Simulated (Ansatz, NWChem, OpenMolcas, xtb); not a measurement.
**A ladder of methods for C2H7Ga (SMILES [CH3][GaH][CH3])**

C2H7Ga has 10 atoms, charge 0, and is taken as a singlet. As SMILES, `[CH3][GaH][CH3]`. The shape is that of a PBE0-D4/def2-TZVP optimisation.

Each level gives the dipole moment (D). The values are calculated.

| level | kind | program | value (D) |
| --- | --- | --- | --- |
| GFN2-xTB | semi-empirical | xtb | 1.41 |
| HF/def2-SVP | Hartree–Fock | OpenMolcas | 0.58 |
| SVWN5/def2-SVP | LDA | NWChem | 0.77 |
| PBE/def2-SVP | GGA | OpenMolcas | 0.74 |
| TPSS/def2-SVP | meta-GGA | OpenMolcas | 0.75 |
| B3LYP/def2-SVP | global hybrid | OpenMolcas | 0.69 |
| MP2/def2-SVP | perturbation theory | Ansatz | 0.63 |

All-electron rows without a relativistic Hamiltonian named are non-relativistic. The values span 0.58 to 1.41 D. In the correlated wave-function rows the outer d shell of Ga is correlated, in sets not made for it. Magnitudes only.
